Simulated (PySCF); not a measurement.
Molfile (atoms numbered from 1):
```
C5H9NOSi
     RDKit          3D

 17 17  0  0  0  0  0  0  0  0999 V2000
   -2.3335    0.5317    0.7150 C   0  0  0  0  0  0  0  0  0  0  0  0
   -2.0131   -0.2418   -0.5346 C   0  0  0  0  0  0  0  0  0  0  0  0
   -2.8732   -0.7105   -1.2452 O   0  0  0  0  0  0  0  0  0  0  0  0
   -0.1585   -0.4971   -0.9748 Si  0  0  2  0  0  4  0  0  0  0  0  0
    0.8771   -1.4635    0.2570 C   0  0  0  0  0  0  0  0  0  0  0  0
    1.9031   -0.7237    0.6561 C   0  0  0  0  0  0  0  0  0  0  0  0
    1.9837    0.6645    0.1101 C   0  0  0  0  0  0  0  0  0  0  0  0
    0.7510    0.9166   -0.6028 N   0  0  0  0  0  0  0  0  0  0  0  0
   -1.8676    0.0329    1.5627 H   0  0  0  0  0  0  0  0  0  0  0  0
   -1.8929    1.5230    0.6345 H   0  0  0  0  0  0  0  0  0  0  0  0
   -3.4075    0.6094    0.8698 H   0  0  0  0  0  0  0  0  0  0  0  0
   -0.0986   -1.0298   -2.3424 H   0  0  0  0  0  0  0  0  0  0  0  0
    0.7348   -2.4779    0.5879 H   0  0  0  0  0  0  0  0  0  0  0  0
    2.6773   -1.0456    1.3374 H   0  0  0  0  0  0  0  0  0  0  0  0
    2.8634    0.7490   -0.5449 H   0  0  0  0  0  0  0  0  0  0  0  0
    2.1087    1.3943    0.9207 H   0  0  0  0  0  0  0  0  0  0  0  0
    0.7388    1.7806   -1.1177 H   0  0  0  0  0  0  0  0  0  0  0  0
  1  2  1  0
  2  3  2  0
  2  4  1  0
  4  5  1  0
  5  6  2  0
  6  7  1  0
  7  8  1  0
  8  4  1  0
  1  9  1  0
  1 10  1  0
  1 11  1  0
  4 12  1  6
  5 13  1  0
  6 14  1  0
  7 15  1  0
  7 16  1  0
  8 17  1  0
M  END
```

[PySCF: geometry: GFN2-xTB; σ from GIAO-PBE0/pcSseg-1; no relativistic terms; no solvent; averaged over atoms made equivalent by symmetry, fast rotation or ring inversion; one computed conformer]

δ = σ(ref) − σ, references computed at the same level: TMS for 13C.

Q: Do the 13C shifts follow the atomic charges (in e)? Tabulate both.

A: 
```csv
atoms,hybridisation,δ (ppm),σ para (ppm),Hirshfeld,IAO,Mulliken,ESP-fitted
C2,sp2,247.8,-318,+0.08,+0.13,-0.07,+0.46
C6,sp2,158.9,-228,-0.03,-0.12,-0.17,-0.07
C5,sp2,131.5,-206,-0.15,-0.45,-0.43,-0.41
C7,sp3,58.5,-116,-0.02,-0.15,+0.03,+0.08
C1,sp3,39.1,-103,-0.13,-0.47,-0.26,-0.30
```

Correlation coefficients of δ with charge over these carbons: Hirshfeld +0.68, IAO +0.73, Mulliken +0.07, ESP-fitted +0.63; with the paramagnetic shielding -1.00. With so few points, grouped by hybridisation, these coefficients are fragile. Charge is one influence among several: hybridisation and low-lying excitations act through the paramagnetic term.

Shifts are as computed. Against solution values, carbons near 30 ppm lie about +3 ppm off and those near 130 ppm about +5 ppm. Of 1309 compounds with measured shifts, 239 miss one by over three times the rms of a fit or turn the order of signals round; such compounds aren't used in these exercises.
